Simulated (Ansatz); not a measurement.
Coupled-cluster run, C₂H₆NSi, SMILES `C=C[N][SiH3]` radical.

```yaml
crystal:
  periodic: [false, false, false]
  atoms:
    - {symbol: C, position_ang: [-0.563967, 2.073834, -0.154169]}
    - {symbol: C, position_ang: [-0.022912, 0.835520, 0.201041]}
    - {symbol: N, position_ang: [-0.295164, -0.245391, -0.467522]}
    - {symbol: Si, position_ang: [0.340754, -1.812300, -0.082350]}
    - {symbol: H, position_ang: [-1.227709, 2.139364, -1.007633]}
    - {symbol: H, position_ang: [-0.332049, 2.969779, 0.408035]}
    - {symbol: H, position_ang: [0.645352, 0.821291, 1.075266]}
    - {symbol: H, position_ang: [1.095197, -2.311120, -1.260699]}
    - {symbol: H, position_ang: [-0.800463, -2.725649, 0.182163]}
    - {symbol: H, position_ang: [1.243959, -1.796628, 1.108868]}
basis:
  gaussian: {orbitals: def2-TZVPP}
magnetization: {spin_polarized: true, initial_magnetization: 1}
correlation: {method: ccsd_t}
scf: {omitted_lower_state_checks: [cluster_reference]}
output: {orbitals: {seedname: orbitals}}
```

```sh
$ ansatz run in.yaml --threads 4 --pin off --events-out ev --progress --plain --max-ram 10444MiB
```

Log, shortened:

```
Functional definition: HF
  name "HF"
  cite "Fock, Z. Phys. 61, 126 (1930) doi:10.1007/BF01340294"
  parent pbe
  exchange = exact_x
  correlation = 0
these checks for a lower state are left out or cut short: cluster_reference
1275 factors; integrals over basis functions are off by at most 8.2e-4 eV
mean field evaluation 1: about -11496.9294 eV, gradient 2.4e1 eV
mean field evaluation 2: about -11496.9355 eV, gradient 2.4e1 eV
mean field evaluation 4: about -11500.4442 eV, gradient 4.1e0 eV
mean field evaluation 8: about -11500.7426 eV, gradient 3.1e-1 eV
mean field evaluation 16: about -11500.7471 eV, gradient 2.9e-6 eV
mean field -11500.74707493 eV, -422.6446595174 hartree, gradient 2.9e-6 eV, S^2 0.936126; 0 other end points of the search recorded, 0 dependent functions left out
8 core orbitals not correlated: weight in the atoms' cores, before any rotation towards them, 1.000 or more for the frozen orbitals, at most 0.000 for the correlated occupied ones
reference -11500.74707493 eV, -422.6446595174 hartree; 12, 11 occupied and 199, 200 virtual orbitals, 1275 factors
second order -16.50909246 eV of doubles, -0.00000000 eV of singles
cycle   1  -17.29928734 eV  change   -7.9e-1 eV  update   1.1e-1
cycle   2  -17.87989867 eV  change   -5.8e-1 eV  update   4.1e-2
cycle   3  -18.03840310 eV  change   -1.6e-1 eV  update   2.8e-2
cycle   4  -18.04819305 eV  change   -9.8e-3 eV  update   1.3e-2
cycle   5  -18.05166660 eV  change   -3.5e-3 eV  update   4.7e-3
cycle   6  -18.05420364 eV  change   -2.5e-3 eV  update   1.9e-3
cycle   7  -18.05457875 eV  change   -3.8e-4 eV  update   9.2e-4
cycle   8  -18.05502184 eV  change   -4.4e-4 eV  update   5.6e-4
cycle   9  -18.05507891 eV  change   -5.7e-5 eV  update   2.8e-4
cycle  10  -18.05494617 eV  change    1.3e-4 eV  update   1.2e-4
cycle  11  -18.05501915 eV  change   -7.3e-5 eV  update   5.1e-5
cycle  12  -18.05502150 eV  change   -2.4e-6 eV  update   2.1e-5
perturbative correction -0.75021314 eV, -0.0275698245 hartree
Total energy: -11519.55230957 eV, -423.3357391438 hartree
Checks for a lower state left out: cluster_reference
```

Run time 110 s (4 threads of an Intel Xeon Platinum 8488C on a shared host); peak host memory 8.8 GiB.

Correlation energy per correlated electron: -0.818 eV. T1 diagnostic: 0.0268.
